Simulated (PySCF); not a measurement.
Ge(I)(NH2) (GeH2IN), SMILES [I][Ge][NH2] (connectivity only; charge and spin as stated), neutral, multiplicity 1.

Geometry optimised at r2SCAN-D4/def2-SVP. The def2 effective core potentials stand for the cores of I; spin–orbit coupling is left out. Other conformers were not sampled.

Computed with r2SCAN-D4/def2-SVP (PySCF 2.14.0).

Frequencies are harmonic and unscaled.

```
mode  ν (cm⁻¹)  IR (km/mol)  moving atoms (share of kinetic energy)
----  --------  -----------  --------------------------------------
1          176          3.4          N 55 %, H 19 %, I 17 %, Ge 8 %
2          225         22.6                         Ge 65 %, I 29 %
3          459        149.7                          H 86 %, N 14 %
4          505         53.0                                  H 94 %
5          689         48.2                 N 46 %, H 44 %, Ge 10 %
6          726         34.6                 H 50 %, N 40 %, Ge 10 %
7         1506         39.3                          H 89 %, N 11 %
8         3529         39.1                                  H 96 %
9         3653         45.0                           H 91 %, N 9 %
```
